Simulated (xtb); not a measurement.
Zr(OH)3 (H3O3Zr), SMILES [OH][Zr+]([OH])[OH], charge +1, multiplicity 1. All values are semi-empirical tight-binding results from xtb (GFN2-xTB unless named), good for trends rather than for accurate numbers. Coordinates come from a GFN2-xTB optimisation. The spin state was assumed, not searched. The isomer is the one that the SMILES or the coordinates give; other isomers of the formula were not compared. One conformer was computed; it need not be the lowest.

Optimised geometry:

```xyz
7

Zr    -0.0004    -0.0008     0.0000
O      0.0010     1.8274     0.0000
H     -0.0006     2.7932     0.0000
O     -0.0003    -0.9126     1.5847
H      0.0064    -1.3898     2.4243
O     -0.0003    -0.9126    -1.5847
H      0.0064    -1.3898    -2.4243
```
Charge +1, spin multiplicity 1.

For metal compounds this method's bond lengths and energies can be far off.

Computed properties:
```yaml
point_group_as_xtb_finds_it: D3h
orbital_gap: 3.53 eV
zero_point_energy: 21.0 kcal/mol
G − E(el) at 298.15 K (modified RRHO): 1.7 kcal/mol
```

Computed atomic charges and the Wiberg bond orders between heavy atoms:
charges (e) Zr1 1.41, O2 -0.53, H3 0.40, O4 -0.53, H5 0.40, O6 -0.53, H7 0.40. Bond orders Zr1–O2 1.28, Zr1–O4 1.28, Zr1–O6 1.28.
